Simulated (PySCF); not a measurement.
## `CC#CB(C)C(C)C`, C$_{7}$H$_{13}$B

Molfile (atoms numbered from 1):
```
C7H13B
     RDKit          3D

 21 20  0  0  0  0  0  0  0  0999 V2000
    3.3608    0.3707    1.3136 C   0  0  0  0  0  0  0  0  0  0  0  0
    2.1549    0.1791    0.5414 C   0  0  0  0  0  0  0  0  0  0  0  0
    1.1482    0.0193   -0.1089 C   0  0  0  0  0  0  0  0  0  0  0  0
   -0.1018   -0.1805   -0.9142 B   0  0  0  0  0  0  0  0  0  0  0  0
   -0.0220   -0.4878   -2.4603 C   0  0  0  0  0  0  0  0  0  0  0  0
   -1.5189   -0.0774   -0.1815 C   0  0  0  0  0  0  0  0  0  0  0  0
   -1.6353   -1.1392    0.9209 C   0  0  0  0  0  0  0  0  0  0  0  0
   -1.7110    1.3154    0.4345 C   0  0  0  0  0  0  0  0  0  0  0  0
    3.4535   -0.4242    2.0541 H   0  0  0  0  0  0  0  0  0  0  0  0
    4.2375    0.3557    0.6656 H   0  0  0  0  0  0  0  0  0  0  0  0
    3.3201    1.3275    1.8349 H   0  0  0  0  0  0  0  0  0  0  0  0
   -0.5124   -1.4350   -2.6838 H   0  0  0  0  0  0  0  0  0  0  0  0
   -0.5654    0.2693   -3.0253 H   0  0  0  0  0  0  0  0  0  0  0  0
    0.9900   -0.5359   -2.8550 H   0  0  0  0  0  0  0  0  0  0  0  0
   -2.3433   -0.2430   -0.8849 H   0  0  0  0  0  0  0  0  0  0  0  0
   -0.8426   -1.0110    1.6552 H   0  0  0  0  0  0  0  0  0  0  0  0
   -2.5952   -1.0605    1.4302 H   0  0  0  0  0  0  0  0  0  0  0  0
   -1.5523   -2.1394    0.5001 H   0  0  0  0  0  0  0  0  0  0  0  0
   -1.6802    2.0828   -0.3365 H   0  0  0  0  0  0  0  0  0  0  0  0
   -2.6714    1.3804    0.9447 H   0  0  0  0  0  0  0  0  0  0  0  0
   -0.9220    1.5234    1.1544 H   0  0  0  0  0  0  0  0  0  0  0  0
  1  2  1  0
  2  3  3  0
  3  4  1  0
  4  5  1  0
  4  6  1  0
  6  7  1  0
  6  8  1  0
  1  9  1  0
  1 10  1  0
  1 11  1  0
  5 12  1  0
  5 13  1  0
  5 14  1  0
  6 15  1  0
  7 16  1  0
  7 17  1  0
  7 18  1  0
  8 19  1  0
  8 20  1  0
  8 21  1  0
M  END
```

Computed with PySCF 2.14.0, GIAO KT3/pcSseg-1 magnetisability, rotational g tensor and spin-rotation constants, non-relativistic, gas phase. Geometry: GFN2-xTB.

(1) What are the magnetisability and the molar susceptibility?

(2) Split it along the inertial axes a, b, c into diamagnetic and paramagnetic parts about the centre of mass, with the quadrupole moment.

(3) And the rotational g tensor?

## Answers

(1) Isotropic -1387 × 10⁻³⁰ J/T², or -83.5 × 10⁻⁶ cm³/mol; principal values -1490, -1360, -1312 × 10⁻³⁰ J/T², anisotropy 160 × 10⁻³⁰ J/T² (root of half the summed squared differences of the principal values). The susceptibility is in cgs units.

(2) 
| axis | χ (10⁻⁶ cm³/mol) | diamagnetic (10⁻⁶ cm³/mol) | paramagnetic (10⁻⁶ cm³/mol) | summed x² of all electrons (Å²) | quadrupole Θ (D Å) |
| --- | --- | --- | --- | --- | --- |
| a | -81.1 | -649.5 | 568.5 | 236.4 | +8.70 |
| b | -79.8 | -1208.0 | 1128.1 | 104.8 | -4.78 |
| c | -89.7 | -1447.5 | 1357.7 | 48.3 | -3.92 |

Anisotropies 2χaa − χbb − χcc = +7.5 and 2χbb − χaa − χcc = +11.1 × 10⁻⁶ cm³/mol. Θ is traceless in Buckingham's convention.

(3) 
| axis | rotational constant (GHz) | g | nuclear part | electronic part |
| --- | --- | --- | --- | --- |
| a | 2.4465 | -0.0120 | 0.6413 | -0.6534 |
| b | 1.1496 | -0.0020 | 0.6072 | -0.6092 |
| c | 0.9480 | +0.0025 | 0.6072 | -0.6047 |

Asymmetric top; isotopes 11B, 12C, 1H; no vibrational averaging.
